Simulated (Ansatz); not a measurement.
CH₉NSSi₂ (`NC[SiH2]S[SiH3]`), relaxed with RKS PBE0-D4/def2-TZVP in Ansatz 0.2.0 from a PBE-D4/def2-SVP geometry. The force threshold is 0.005 eV/Å; the program also tests the step.

Total charge 0; spin multiplicity 1.

Start:

```xyz
14

N    -0.916    0.675   -2.026
C    -0.094   -0.435   -1.534
Si   -0.662   -1.123    0.157
S    -0.869    0.542    1.550
Si    1.224    0.878    1.983
H    -1.881    0.356   -2.185
H    -0.988    1.393   -1.289
H    -0.093   -1.262   -2.278
H     0.967   -0.108   -1.460
H     0.250   -2.170    0.753
H    -2.060   -1.667    0.041
H     1.275    2.081    2.878
H     2.015    1.151    0.731
H     1.833   -0.308    2.679
```

How much energy does the relaxation release, and in how many steps? (Best estimate.)

The calculation gave: 0.06 eV, in 16 steps.

Which bonds change most? (Best estimate.)

Computed: Si3–S4 from 2.181 to 2.148 Å; S4–Si5 from 2.163 to 2.135 Å; C2–Si3 from 1.912 to 1.885 Å; Si5–H14 from 1.504 to 1.484 Å.

Give the relaxed structure. (Best estimate.)

The calculation gave: 
```xyz
14

N    -1.039    0.637   -2.084
C    -0.120   -0.371   -1.558
Si   -0.591   -1.030    0.145
S    -0.822    0.610    1.512
Si    1.234    0.790    2.060
H    -1.964    0.245   -2.213
H    -1.136    1.399   -1.422
H    -0.061   -1.206   -2.265
H     0.888    0.052   -1.521
H     0.411   -1.988    0.694
H    -1.928   -1.679    0.080
H     1.382    2.091    2.755
H     2.104    0.766    0.854
H     1.643   -0.316    2.962
```
